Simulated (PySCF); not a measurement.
A structure optimised at PBE-D3(BJ)/def2-SVP, used in a PySCF frequency run:

```xyz
14

C      2.3486     0.1130     0.5879
N      1.0766     0.7628     0.3374
Si    -0.3937    -0.0145    -0.1033
N     -1.3389     1.2346    -0.8466
O     -1.3788    -0.7108     1.0788
O      0.0742    -1.3587    -0.9947
H      2.6194     0.0579     1.6690
H      2.3005    -0.9239     0.2013
H      3.1888     0.6189     0.0605
H      1.0336     1.7513     0.5909
H     -0.9222     1.7590    -1.6198
H     -2.3267     1.0487    -1.0359
H     -1.7497    -0.0679     1.7068
H     -0.4499    -2.1448    -0.7621
```

**Question.** Write its SMILES and formula.

**Answer.** CN[Si](N)(O)O, CH8N2O2Si

**Question.** What are its rotational constants (standard atomic weights)?

**Answer.** 3.6713, 2.1391, 1.9440 GHz
